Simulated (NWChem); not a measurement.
# ammonium (NH₄ cation); SMILES [NH4+]

Computed with NWChem. All runs use the structure optimised with PBE0-D3(BJ)/def2-TZVP. Vertical excitations in the gas phase; the lowest state need not have the same character in each row.

For level PBE/def2-SVP, TDA:

* **oscillator strength of that lowest state**: 0.130
* **orbital gap (eV)**: 14.58

**Question.** How do the values read with level B3LYP/def2-SVP, TDA instead?

**Answer.** 
* **oscillator strength of that lowest state**: 0.150
* **orbital gap (eV)**: 16.53
